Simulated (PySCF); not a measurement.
C4H9AlO (SMILES C=C[CH2][Al]([CH3])[OH]), singlet, at a GFN2-xTB geometry (such geometries of metal compounds can be far from the true shape), with bond 6-2 at 2.4 times its length.

Input for PySCF:
```python
from pyscf import gto, scf, mcscf
import numpy

mol = gto.Mole()
mol.atom = '''
    Al   -0.091848    0.005728    0.943629
    C     0.252421   -1.141749   -0.693811
    C    -0.171554   -0.475729   -1.947619
    C     0.627254    0.201915   -2.759109
    H    -0.273735   -2.095419   -0.567765
    H     2.825365   -1.690027   -0.778733
    H    -1.227121   -0.548626   -2.183532
    H     1.681347    0.304872   -2.556303
    H     0.263673    0.681256   -3.652123
    C    -0.630067    1.923180    0.828195
    H    -0.725884    2.258121   -0.205498
    H     0.096374    2.576970    1.317184
    H    -1.588101    2.104789    1.322229
    O     0.117515   -0.734073    2.398292
    H     0.234541   -1.159340    3.235547
'''
mol.basis = 'sto-3g'
mol.charge = 0
mol.spin = 0
mol.verbose = 3
mol.build()

mf = scf.RHF(mol)
mf.kernel()
mc = mcscf.CASCI(mf, 4, 6)
mc.fix_spin_(ss=0.0)
mc.kernel()
occ = numpy.linalg.eigvalsh(mc.fcisolver.make_rdm1(mc.ci, mc.ncas, mc.nelecas))[::-1]
ss = mc.fcisolver.spin_square(mc.ci, mc.ncas, mc.nelecas)[0]
print('natural occupations', occ.round(4), ' <S^2>', round(ss, 4))
```

Task: What is the computed SCF-reference Mulliken (on the basis functions themselves) charges in atom order (PySCF with CASCI(6,4)/STO-3G)?

Result: Al1 1.12, C2 -0.21, C3 -0.08, C4 -0.14, H5 0.03, H6 -0.17, H7 0.06, H8 0.07, H9 0.06, C10 -0.40, H11 0.03, H12 0.03, H13 0.03, O14 -0.62, H15 0.20

Task: Predict the number of basis functions from CASCI(6,4)/STO-3G.

Result: 43

Task: What SCF-reference dipole moment does CASCI(6,4)/STO-3G give?

Result: 2.77 D

Task: Predict the SCF-reference HOMO-LUMO gap from CASCI(6,4)/STO-3G.

Result: 7.54 eV

Task: What is the computed natural occupations of the active orbitals (CASCI(6,4)/STO-3G)?

Result: 2.00, 2.00, 1.32, 0.68

Task: Estimate the SCF-reference HOMO energy that CASCI(6,4)/STO-3G returns for this input.

Result: -4.23 eV
